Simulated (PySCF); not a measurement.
SMILES [SiH2](C(C)C)[SiH2][Si](Cl)(Cl)Cl (C₃H₁₁Cl₃Si₃), GFN2-xTB optimised geometry.

```
20

C      1.70    -0.26     1.18
C      1.16    -1.06     0.00
C      1.72    -0.52    -1.31
Si    -0.76    -1.06     0.00
Si    -1.56     1.13     0.00
Si    -2.05     1.95     2.12
Cl    -0.38     2.23     3.25
Cl    -3.07     3.70     2.17
Cl    -3.20     0.60     3.15
H      2.79    -0.31     1.21
H      1.41     0.78     1.10
H      1.33    -0.65     2.12
H      1.50    -2.10     0.11
H      1.41     0.52    -1.46
H      2.80    -0.55    -1.31
H      1.36    -1.10    -2.16
H     -1.20    -1.83    -1.18
H     -1.21    -1.81     1.18
H     -2.79     1.26    -0.80
H     -0.64     2.10    -0.62
```

Density from PySCF with B3LYP/def2-SVP at that geometry.

Minimum of the electron density along straight lines between bonded atoms, close to the bond critical point (lines longer than 1.1 times the sum of covalent radii, or with two minima, are not listed):

```csv
bond,length / Å,ρ at the minimum / e bohr⁻³,∇²ρ there / e bohr⁻⁵,position (fraction from the first atom)
C1–C2,1.526,0.243,-0.55,0.50
C2–C3,1.526,0.243,-0.55,0.50
C2–Si4,1.917,0.112,0.28,0.62
Si5–Si6,2.329,0.093,…,0.35
Si6–Cl7,2.037,0.096,0.29,0.37
Si6–Cl8,2.030,0.098,0.29,0.37
Si6–Cl9,2.042,0.096,0.29,0.37
C1–H10,1.089,0.276,-1.01,0.62
C1–H11,1.089,0.277,-1.00,0.62
C2–H13,1.095,0.272,-0.96,0.62
C3–H14,1.088,0.277,-1.01,0.62
C3–H15,1.089,0.276,-1.01,0.62
C3–H16,1.088,0.278,-1.02,0.62
Si4–H17,1.471,0.115,0.33,0.49
Si4–H18,1.471,0.115,0.33,0.49
Si5–H19,1.471,0.114,0.32,0.49
Si5–H20,1.474,0.114,0.32,0.49
```

### Question
Complete the blanks.

### Answer

- Si5–Si6, ∇²ρ there / e bohr⁻⁵: -0.02
